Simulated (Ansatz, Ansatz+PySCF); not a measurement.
```tsv
atom	x (Å)	y (Å)	z (Å)
Al	0.0000	0.0000	0.0000
Cl	2.2453	0.0000	0.0000
Cl	-1.1226	1.9445	0.0000
Cl	-1.1226	-1.9445	0.0000
```

RHF-MP2 on singlet AlCl3 was run in several spherical basis sets with Ansatz (development build ahead of 0.2.0). Frozen core: 20 orbitals. Caution for RHF-MP2: no unrestricted run beside it, a lower state can exist.

Problem. Rank the basis sets by the total energy that they give, lowest first, with the distance from the lowest.
A. def2-TZVP
B. 6-31G(d)
C. def2-SVP
D. cc-pVDZ
E. cc-pVTZ

Solution. E (0.00 eV), A (0.97 eV), D (6.33 eV), B (9.49 eV), C (20.80 eV).

Totals follow the description of the cores as much as that of the bonds, so this order isn't one of quality for chemistry.
